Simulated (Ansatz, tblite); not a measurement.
Cost and result up the ladder for the cluster P3Se (the lowest doublet isomer of a short search) (4 atoms). The state is a doublet with charge 0. Geometry: PBE-D4/def2-SVP.

| atom | x (Å) | y (Å) | z (Å) |
| --- | --- | --- | --- |
| P1 | 0.4659 | -0.5928 | 1.0457 |
| P2 | -0.1275 | 1.2813 | 0.0643 |
| P3 | 1.2367 | -0.1294 | -0.9949 |
| Se4 | -1.5751 | -0.5590 | -0.1151 |

Ansatz on 4 threads of Arm Neoverse V2 on a shared host; xTB runs through tblite on one thread. Times are rough, summed over both states, and most runs start from the orbitals of an earlier one. CCSD(T)/def2-TZVP serves as the yardstick here, not as an exact answer. The other state is a quartet at its own geometry.

The xTB rows come from tblite. Correlated methods freeze 24 core orbitals; core or outer-core shells of Se are correlated, in sets that lack core-valence functions. The structure comes from a short search, and lower isomers may exist.

xTB has no spin-polarisation term.

```
                         level  functions  quartet − doublet (eV)  difference from CCSD(T)/def2-TZVP (eV)
          r2SCAN0-D4/def2-TZVP        159                    1.54                                   -0.15
             RPA@PBE/def2-TZVP        159                    1.62                                   -0.07
                      GFN2-xTB         36                    1.59                                   -0.10
                      GFN1-xTB         36                    2.13                                    0.44
           r2SCAN-D4/def2-TZVP        159                    1.60                                   -0.09
            BHLYP-D4/def2-TZVP        159                    1.41                                   -0.28
            PBE-QIDH/def2-TZVP        159                    1.75                                    0.06
           revPBE-D4/def2-TZVP        159                    1.62                                   -0.07
             ωB97X-V/def2-TZVP        159                    1.69                                    0.00
             PBE0-D4/def2-TZVP        159                    1.62                                   -0.07
PBE-D4/def2-TZVP (with forces)        159                    1.67                                   -0.02
             CCSD(T)/def2-TZVP        159                    1.69                                    0.00
```

Task: Estimate how long each takes.

Result: GFN1-xTB 0.008 s; GFN2-xTB 0.008 s; revPBE-D4/def2-TZVP 4.2 s; PBE-D4/def2-TZVP (with forces) 4.5 s; RPA@PBE/def2-TZVP 6.3 s; PBE0-D4/def2-TZVP 6.8 s; BHLYP-D4/def2-TZVP 8.5 s; PBE-QIDH/def2-TZVP 11 s; r2SCAN-D4/def2-TZVP 11 s; r2SCAN0-D4/def2-TZVP 13 s; ωB97X-V/def2-TZVP 15 s; CCSD(T)/def2-TZVP 48 s. On shared hardware such times vary by a factor of up to 3.
